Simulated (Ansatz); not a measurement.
Isolated molecules relaxed with PBE0-D4/def2-TZVP in Ansatz; ΔE leaves out vibrations. CCSD(T)/CBS adds triple-zeta CCSD(T) − MP2 to the extrapolated MP2 energy (def2 sets, frozen cores). DFT in def2-TZVPP. B3LYP here is the variant with VWN-RPA as its local correlation; programs differ in this. def2 core potentials past Kr. For Sn outer-core shells are correlated without core-valence functions, which leaves a few kJ/mol of doubt a bond. Each species was taken in one conformer, which may not be the lowest.

`CC(C)[O][Sn][Cl]` + `NB(O)F` → `CC(C)OB(N)F` + `[OH][Sn][Cl]`  (substitution at a C–O bond)

Task: Is it downhill or uphill in electronic energy at CCSD(T)/CBS, and by how much? (Best estimate.)

Result: Computed: Nearly level: ΔE = +1.3 kJ/mol.

Task: What do these levels give: PBE-D4, r2SCAN-D4, B3LYP-D4, HF/def2-TZVPP, HF/CBS(def2), CCSD/CBS(def2)? (An estimate is asked.)

Result: The calculation gave: PBE-D4 3.1, r2SCAN-D4 -1.6, B3LYP-D4 4.0, HF/def2-TZVPP -8.9, HF/CBS(def2) -9.8, CCSD/CBS(def2) -1.0 kJ/mol.

Largest T1 diagnostic among the species: 0.017.

In def2-TZVPP, CCSD(T) changes the Hartree–Fock value by +9.8 kJ/mol (the triples alone add +2.3 kJ/mol) and MP2 by +12.6 kJ/mol. The D4 term adds +9.2 kJ/mol with B3LYP and +5.1 kJ/mol with PBE0; it sums over pairs of atoms, weighted by their polarisabilities, and B3LYP, whose exchange is more repulsive, gets the larger term.
